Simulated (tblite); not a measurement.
Species: C₃H₁₀NO₂Si (doublet state).
Geometry (GFN2-xTB, Å), atoms numbered from 1 in this order:
```xyz
17
C3H10NO2Si angstrom
C     -1.750    0.826    0.366
C     -1.790   -0.167   -0.784
O     -0.504   -0.443   -1.293
Si     0.683   -1.294   -0.593
O      0.011   -2.456    0.358
N      1.642   -0.286    0.457
C      2.087    1.024    0.046
H     -1.171    0.413    1.189
H     -1.283    1.755    0.045
H     -2.760    1.037    0.710
H     -2.366    0.237   -1.622
H     -2.253   -1.103   -0.455
H      0.528   -2.905    1.020
H      2.344   -0.745    1.022
H      1.311    1.474   -0.569
H      3.014    0.995   -0.536
H      2.250    1.651    0.926
```

All values are computed: GFN2-xTB (tblite) harmonic vibrations without scaling, gas phase. This tight-binding method is rough: wavenumbers can miss measured ones by several per cent, in bad cases by 10 to 20. One conformer, not necessarily the lowest. Open shells enter through the occupations alone, without spin polarisation, and single modes of such species can be off by tens of per cent.

Harmonic wavenumbers (cm⁻¹): 34.8, 66.8, 88.3, 123.3, 144.0, 165.5, 174.6, 223.8, 275.8, 334.1, 354.6, 444.1, 563.4, 694.0, 759.4, 819.5, 832.9, 851.5, 967.3, 1061.7, 1081.9, 1107.9, 1110.2, 1145.0, 1147.6, 1255.7, 1329.0, 1357.1, 1397.0, 1417.3, 1475.7, 1479.6, 1485.2, 1495.3, 1500.2, 2911.0, 2921.2, 2937.7, 2966.4, 3031.8, 3034.8, 3040.4, 3043.6, 3418.6, 3690.5.

A = 2485, B = 1831, C = 1317 MHz; mass 120.048 u (most abundant isotopes); point group C1, symmetry number 1; spin multiplicity 2.

Task: What is the zero-point energy?

Result: ½Σν̃ = 29880 cm⁻¹ = 357.44 kJ/mol.

Task: Entropy at 500 K, 1 bar (ideal gas, RRHO, classical rotation)?

Result: Translation 179.32, rotation 125.17, vibration 216.50, spin (R ln 2) 5.76: S = 526.7 J/(mol K).

Task: And Cp and H(500 K) − H(0)?

Result: Cp = 216.07 J/(mol K), of which vibrations give 182.81 (their classical limit is 45 R = 374.2); H(500 K) − H(0) = 68.16 kJ/mol without the zero-point energy, 51.53 from vibrations.

Task: Which modes carry the vibrational entropy at 500 K?

Result: 34.8 cm⁻¹: 27.45; 66.8 cm⁻¹: 22.04; 88.3 cm⁻¹: 19.73; 123.3 cm⁻¹: 16.97; 144.0 cm⁻¹: 15.70; 165.5 cm⁻¹: 14.56 J/(mol K); the other 39 give 100.05 together.

Task: How do the functions run with temperature in this model?

Result: 
```json
{"T (K)": "100", "S (J/(mol K))": "303.3", "Cp (J/(mol K))": "89.1", "H − H(0) (kJ/mol)": "6.05", "G − H(0) (kJ/mol)": "-24.28", "ln q(vib)": "2.32"}
{"T (K)": "200", "S (J/(mol K))": "376.4", "Cp (J/(mol K))": "123.6", "H − H(0) (kJ/mol)": "16.79", "G − H(0) (kJ/mol)": "-58.48", "ln q(vib)": "5.52"}
{"T (K)": "300", "S (J/(mol K))": "432.5", "Cp (J/(mol K))": "155.7", "H − H(0) (kJ/mol)": "30.74", "G − H(0) (kJ/mol)": "-99.01", "ln q(vib)": "8.42"}
{"T (K)": "800", "S (J/(mol K))": "642.7", "Cp (J/(mol K))": "276.9", "H − H(0) (kJ/mol)": "142.87", "G − H(0) (kJ/mol)": "-371.27", "ln q(vib)": "20.62"}
{"T (K)": "1000", "S (J/(mol K))": "707.5", "Cp (J/(mol K))": "304.2", "H − H(0) (kJ/mol)": "201.11", "G − H(0) (kJ/mol)": "-506.43", "ln q(vib)": "24.82"}
```

q(vib) and H(0) count from the zero-point level.

Task: What must be added to the electronic energy to get the Gibbs energy at 500 K and 1 bar?

Result: ZPE + [H(500 K) − H(0)] − T·S = 357.44 + 68.16 − 263.37 = 162.23 kJ/mol.

Hindered rotation and anharmonicity are outside this model. Other conformers, if any are populated, would add a mixing term that is left out. The structure is chiral; the term R ln 2 for an equal mix with its mirror image is left out.
